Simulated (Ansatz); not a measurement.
Harmonic frequencies (cm⁻¹) at PBE0-D4/def2-TZVP from Ansatz: 53, 53, 75, 136, 191, 202, 202, 264, 264, 570, 605, 606, 2440, 2441, 2441.

Each molecule was computed in one conformer, which needn't be the lowest.

Q: Which molecule is it?
A. `[SH][In]([SH])[SH]`
B. `[NH2][In]([NH2])[Cl]`
C. `[CH3][InH][C]#N`
D. `[SeH][In]([SeH])[SeH]`

A: D.
